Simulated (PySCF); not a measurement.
**ZrCl₂, triplet: computed properties**

Level of theory: UPBE0/[Zr def2-TZVP with ECP28, Cl def2-TZVP], scalar-relativistic core potentials, density fitting, no spin–orbit coupling, PySCF.

The structure is a minimum.

- Point group: C2v
- Bond lengths: Zr–Cl 2.347 Å (×2)
- Bond angles: Cl–Zr–Cl 143.2°
- Rotational symmetry number: 2
- Principal quadrupole moments (Buckingham, traceless) about the centre of mass: -10.77, 4.53, 6.24 D Å
- Highest occupied level (α): -5.77 eV
- Spin squared ⟨S²⟩: 2.005
- Entropy at 298.15 K and 1 bar (electronic part: spin only): 314.0 J/(mol K)
- Rotational constants: 0.7827, 0.04859, 0.04575 cm⁻¹
- Heat capacity Cp at 298.15 K: 54.1 J/(mol K)
- Principal polarisabilities: 82.7, 83.3, 88.7 bohr³
- Enthalpy at 298.15 K above 0 K: 13.80 kJ/mol
- Atomisation energy without zero-point energy: 994 kJ/mol
- Lowest empty level (α): -2.85 eV
- Dipole moment: 1.75 D
- Zero-point energy: 4.9 kJ/mol

Harmonic modes (masses in u: Zr 89.905, Cl 34.969):
```
symmetry  ω (cm⁻¹)  IR (km/mol)  μ (u)     type
      a1        52          5.4  44.55     bend
      a1       362         12.9  36.90  stretch
      b2       408          140  46.73  stretch
```

In C2v the vibrations span 2a1 + b2. Here b1 is antisymmetric to the molecular plane and b2 lies in it.

Charges (e):
```json
{"atom": "Zr1", "Mulliken": "0.81", "Löwdin": "-0.08", "polar tensor": "1.19", "spin (Mulliken)": "2.08", "Mayer order to Zr1": "–"}
{"atom": "Cl2,3", "Mulliken": "-0.41", "Löwdin": "0.04", "polar tensor": "-0.60", "spin (Mulliken)": "-0.04", "Mayer order to Zr1": "1.07"}
```

Mulliken populations on Zr1 (electrons outside its core potential): s 2.68, p 6.22, d 2.25, f 0.04.

Outer orbital energies (eV). α occupied: -10.96, -10.04, -9.74, -9.49, -9.44, -9.41, -5.95, -5.77; empty: -2.85, -2.14, -2.03, -0.83. β occupied: -22.53, -22.18, -10.87, -9.99, -9.70, -9.48, -9.42, -9.41; empty: -2.49, -1.92, -1.54, -1.48.

Formally Zr is in oxidation state +2, d2, with 2 unpaired electrons (the high-spin count). The Mulliken spin on Zr is 2.08. The polar-tensor charge on Zr, 1.19, is far below the formal one.

This need not be the most stable arrangement of these atoms. Open d and f shells are described by one determinant, and the ground state may have another occupation or spin.

The final relaxation and frequency run took 55 s on 4 threads of a shared Intel Xeon @ 2.70GHz host, with 114 basis functions and 11 gradients; the process peaked at 1.1 GiB.
